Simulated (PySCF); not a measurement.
Cd(SiMe3)(OSiH3), SMILES C[Si](C)(C)[Cd][O][SiH3], GFN2-xTB optimised geometry.

```
19

Cd    -0.76    -0.98     0.00
Si     1.75    -0.98     0.00
C      2.22     0.06    -1.55
C      2.70    -2.65    -0.04
C      2.23    -0.01     1.60
H      3.26     0.39    -1.54
H      2.07    -0.50    -2.47
H      1.59     0.95    -1.60
H      2.46    -3.23    -0.93
H      2.47    -3.27     0.82
H      3.77    -2.48    -0.04
H      2.09    -0.62     2.49
H      1.60     0.88     1.69
H      3.27     0.32     1.59
O     -1.56     0.99     0.00
Si    -2.90     1.83    -0.08
H     -2.60     3.27    -0.09
H     -3.77     1.54     1.09
H     -3.67     1.49    -1.30
```

Density from PBE0/def2-SVP, def2 effective core potentials past Kr in PySCF at that geometry. The core electrons that the potentials of Cd replace are not part of the density.

Minimum of the electron density along straight lines between bonded atoms, close to the bond critical point (lines longer than 1.1 times the sum of covalent radii, or with two minima, are not listed):

| bond | length / Å | ρ at the minimum / e bohr⁻³ | ∇²ρ there / e bohr⁻⁵ | position (fraction from the first atom) |
|---|---|---|---|---|
| Cd1–Si2 | 2.515 | 0.065 | -0.02 | 0.53 |
| Si2–C3 | 1.926 | 0.107 | 0.28 | 0.38 |
| Si2–C4 | 1.926 | 0.107 | 0.27 | 0.38 |
| Si2–C5 | 1.926 | 0.107 | 0.27 | 0.38 |
| C3–H6 | 1.086 | 0.271 | -0.97 | 0.62 |
| C3–H7 | 1.089 | 0.271 | -0.96 | 0.62 |
| C3–H8 | 1.090 | 0.271 | -0.98 | 0.63 |
| C4–H9 | 1.086 | 0.272 | -0.98 | 0.62 |
| C4–H10 | 1.086 | 0.272 | -0.98 | 0.62 |
| C4–H11 | 1.086 | 0.271 | -0.97 | 0.62 |
| C5–H12 | 1.089 | 0.271 | -0.96 | 0.62 |
| C5–H13 | 1.090 | 0.271 | -0.97 | 0.63 |
| C5–H14 | 1.086 | 0.271 | -0.97 | 0.63 |
| Cd1–O15 | 2.125 | 0.075 | 0.41 | 0.52 |
| O15–Si16 | 1.582 | 0.144 | 1.29 | 0.59 |
| Si16–H17 | 1.473 | 0.116 | 0.32 | 0.49 |
| Si16–H18 | 1.484 | 0.113 | 0.31 | 0.48 |
| Si16–H19 | 1.485 | 0.113 | 0.30 | 0.48 |
